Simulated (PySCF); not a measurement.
An unknown gives this computed stick spectrum. Method used: TDDFT CAM-B3LYP/def2-SVPD, vertical, gas phase, core orbitals frozen in the response in PySCF 2.14.0, density-fitted response routines. Geometries: GFN2-xTB, one conformer each.

```
state  E (eV)       f
   S1    5.94  0.0018
   S2    6.73   0.012
   S3    7.26  0.0020
   S4    7.59  0.0083
   S5    8.03   0.043
   S6    8.44  0.0002
   S7    8.95  0.0084
   S8    9.06  0.0002
```

Task: Which candidate is it? All have the formula C5H4F4.
A. `FCC#CCC(F)(F)F`
B. `FC1=C(C(F)(F)F)CC1`
C. `C#CC[C@@H](F)C(F)(F)F`

Result: A. Its S1, at 5.94 eV, is the lowest among the candidates; the nearest of the others has S1 at 6.63 eV. S1 is HOMO→LUMO (75%), HOMO→LUMO+1 (18%). Löwdin shares by element: HOMO carbon 87% or more; LUMO carbon 55% or more, fluorine 10% or more (atoms not listed hold the other 35%). At the same level the other candidates give, for their lowest levels:
- `FC1=C(C(F)(F)F)CC1`: 7.16 eV (f 0.291); 7.38 eV (f 0.003); 7.97 eV (f 0.015); 8.16 eV (f 0.000); 8.48 eV (f 0.015); T1 4.36 eV; HOMO -9.39, LUMO 0.68 eV
- `C#CC[C@@H](F)C(F)(F)F`: 6.63 eV (f 0.000); 6.93 eV (f 0.002); 6.97 eV (f 0.001); 7.85 eV (f 0.029); 7.94 eV (f 0.046); T1 5.49 eV; HOMO -9.73, LUMO 1.14 eV

Shape of the structure used: `[F:1][CH2:2][C:3]#[C:4][CH2:5][C:6]([F:7])([F:8])[F:9]`: C4–C5–C6–F7 60°.
Triplets come from the Tamm–Dancoff approximation.
